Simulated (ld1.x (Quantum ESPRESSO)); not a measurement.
## phosphorus: TM pseudisation with Wu–Cohen, scalar-relativistic reference atom.

phosphorus (P), norm-conserving Troullier–Martins (Kleinman–Bylander form), made with ld1.x (Quantum ESPRESSO) 7.5 (Wu–Cohen, scalar-relativistic). Core [Ne], reference 3s2 3p3. Waves: 3s (bound): rc 1.30 bohr; 3p (bound): rc 1.55 bohr. Local part: the p channel. Core correction: Bessel-smoothed model core, default radius (core density twice the valence density).

All-electron outer shells of the reference configuration (Wu–Cohen, scalar-relativistic, ld1.x):

```tsv
shell	level (eV)	outermost node (bohr)	outermost maximum (bohr)
2s	-173.69	0.14	0.42
2p	-124.48	–	0.36
3s	-13.93	0.65	1.58
3p	-5.48	0.64	1.83
```

Does the generator finish with these settings?

Yes, a potential is produced and its reference levels are reproduced.

Estimate the cutoffs (Ry, on a coarse ladder) from which the occupation-weighted sum of valence levels, in a spherical-Bessel basis at the reference potential, stays within 10 and 1 mRy of its value at 400 Ry.

40 Ry and 80 Ry.

What does a ghost test show?

No extra level below or beside the all-electron valence levels (s, p, d, f tested).

Which valence shell sets the plane-wave cutoff?

3s: its level needs 50 Ry to come within 1 mRy, against 12 Ry for 3p.

Tests: 3s2 3p2; 3s2 3p1; 3s2 3p0; 3s1 3p3; 3s1 3p4; 3s1 3p0; 3s0 3p5. Which has the largest error in its energy relative to the reference configuration, and how large is it?

3s1 3p0, with +137 meV (all-electron minus pseudo) on +110.59 eV.
